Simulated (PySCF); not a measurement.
# Dipole moment and polarisability of acetic anhydride

Compound: acetic anhydride, C4H6O3.
Geometry (GFN2-xTB, Å), atoms numbered from 1 in this order:
```
atom  x, y, z in Å
C1    -2.2929    0.3558    0.3392
C2    -1.1886    0.1388   -0.6560
O3    -1.3029    0.0907   -1.8381
O4    -0.0007    0.0018    0.0280
C5     1.2151   -0.2089   -0.5847
C6     2.2745   -0.3095    0.4761
O7     1.3797   -0.2936   -1.7588
H8    -2.0826    1.2471    0.9252
H9    -3.2372    0.4668   -0.1841
H10   -2.3394   -0.4912    1.0193
H11    3.2405   -0.4748    0.0097
H12    2.0379   -1.1312    1.1479
H13    2.2922    0.6086    1.0587
```

Level: PBE0/def2-SVPD (PySCF), static field, nuclei fixed, core orbitals frozen in the response. The polarisability tensor in these axes (au):

```
x   69.18 -3.84  0.38
y   -3.84 43.47  0.96
z    0.38  0.96 61.98
```

Problem. What are the eigenvalues, a third of the trace, and Δα (Δα² = ½Σ(αi − αj)² over the three pairs)?

Solution. Principal values 42.86, 62.03 and 69.75 au; mean 58.21 au = 8.63 Å³ = 9.60 × 10⁻⁴⁰ C²·m²/J; Δα = 23.98 au (41 % of the mean).

Problem. What is the dipole moment, and where does it point?

Solution. (-0.10, 0.26, 4.57) D, 4.58 D in size, pointing from the negative to the positive side. Measured along this direction, the outermost atoms are O3 and O7 at the negative end and H13, H10, H12 and H8 at the positive end.

Problem. Sum over states: ᾱ = Σ f/ω², ω in Eh. What share falls to these 8 lowest TDDFT singlets (eV, f)? 4.90, 0.0015; 5.73, 0.0000; 6.91, 0.0000; 7.16, 0.0319; 7.71, 0.0006; 7.75, 0.1609; 7.91, 0.0029; 8.29, 0.0000.

Solution. They add up to 2.53 au, 4.3 % of the 58.21 au; the largest single term is 1.98 au, from the state at 7.75 eV. Terms in order: 0.05, 0.00, 0.00, 0.46, 0.01, 1.98, 0.03, 0.00 au. Higher excitations give the rest. The strengths listed sum to 0.198.

Problem. What are the principal values of the traceless quadrupole moment, Θ = ½Σq(3rr − r²1), about the centre of nuclear charge?

Solution. -9.32, 2.12, 7.20 D·Å. The values depend on the origin, since the dipole doesn't vanish. The electronic extent ⟨r²⟩ about the same centre is 820 bohr², a root-mean-square distance of 2.06 Å for the 54 electrons.

Problem. Molar refractivity from α?

Solution. Lorentz–Lorenz: R = (4π/3)N_A α = 2.5225 cm³/(mol·Å³) × 8.63 Å³ = 21.8 cm³/mol, in the limit of long wavelengths.

Problem. Directions of the eigenvectors, and the extent of the frame along each?

Solution. Largest value along (0.99, -0.14, 0.03), where the nuclei span 6.55 Å; middle along (-0.02, 0.06, 1.00), 2.84 Å; least along (0.14, 0.99, -0.05), 1.76 Å. The response follows the extents in order.

Problem. In a dilute gas of rigid molecules at 250 K, how does the orientational term μ²/3kT compare with the electronic polarisability?

Solution. In Gaussian units μ²/3kT = 202.76 Å³ against 8.63 Å³, a ratio of 23.51; the Debye molar polarisation (4π/3)N_A(α + μ²/3kT) is 533.2 cm³/mol, leaving out the vibrational part.

The structure is a single GFN2-xTB conformer in the gas phase; no vibrational or solvent corrections.

These values come from a run that also computed excited states. On Arm Neoverse V2, one thread (shared host), this took 27 s.
